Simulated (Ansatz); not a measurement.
Gas-phase electronic energies from Ansatz, PBE0-D4/def2-TZVP geometries. CBS: MP2 limit from def2 TZ/QZ plus the TZ coupled-cluster correction, frozen cores. DFT in def2-TZVPP. B3LYP here is the variant with VWN-RPA as its local correlation; programs differ in this. For Se outer-core shells are correlated without core-valence functions, which leaves a few kJ/mol of doubt a bond. Scalar relativity is left out up to krypton. Each species was taken in one conformer, which may not be the lowest.

Consider the adduct formation: `[CH3][AlH][CH3]` + H₂Se → `[CH3][AlH-]([CH3])[SeH2+]`.

`[CH3][AlH][CH3]`:

```xyz
10

C     0.112    1.580    0.688
Al   -0.663   -0.159    0.250
C     0.316   -1.463   -0.827
H     1.092    1.467    1.163
H    -0.516    2.181    1.350
H     0.283    2.163   -0.225
H    -2.127   -0.537    0.758
H     1.328   -1.141   -1.086
H     0.391   -2.425   -0.309
H    -0.217   -1.666   -1.763
```

H₂Se:

```xyz
3

Se   -0.638   -0.183    0.166
H    -0.014    1.062   -0.294
H     0.652   -0.879    0.128
```

`[CH3][AlH-]([CH3])[SeH2+]`:

Z-matrix (Å, degrees):
```
C
Al 1 1.970
H 1 1.096 2 110.0
H 1 1.095 2 112.7 3 -118.7
H 1 1.094 2 112.8 3 118.9
C 2 1.970 1 119.4 3 76.3
Se 2 2.710 1 97.7 3 -176.9
H 2 1.605 1 118.4 3 -80.4
H 6 1.095 2 112.5 1 42.6
H 6 1.096 2 110.2 1 -76.1
H 6 1.094 2 112.8 1 164.9
H 7 1.468 2 95.5 1 -170.7
H 7 1.470 2 98.5 1 -78.3
```

```
             level  ΔE (kJ/mol)  difference from CCSD(T)/CBS
            B97M-V        -43.4                          4.3
           PBE0-D4        -51.6                         -3.9
          BHLYP-D4        -45.3                          2.4
      CAM-B3LYP-D4        -42.2                          5.5
           ωB97M-V        -45.7                          2.0
            B2PLYP        -35.4                         12.3
            revPBE        -29.0                         18.7
            r2SCAN        -47.2                          0.5
             B3LYP        -27.1                         20.6
           r2SCANh        -46.9                          0.8
         CAM-B3LYP        -32.3                         15.4
           LC-ωPBE        -41.4                          6.3
      MP2/def2-SVP        -45.8                          1.9
SCS-MP2/def2-QZVPP        -42.9                          4.8
      HF/CBS(def2)        -16.5                         31.2
     MP2/CBS(def2)        -50.0                         -2.3
       CCSD(T)/CBS        -47.7                            0
```

Largest T1 diagnostic among the species: 0.009.

In def2-TZVPP, CCSD(T) changes the Hartree–Fock value by −29.2 kJ/mol (the triples alone add −4.1 kJ/mol) and MP2 by −31.5 kJ/mol. From BLYP to BHLYP (50 % exact exchange), in def2-TZVPP and without D4, ΔE moves by −8.4 kJ/mol.
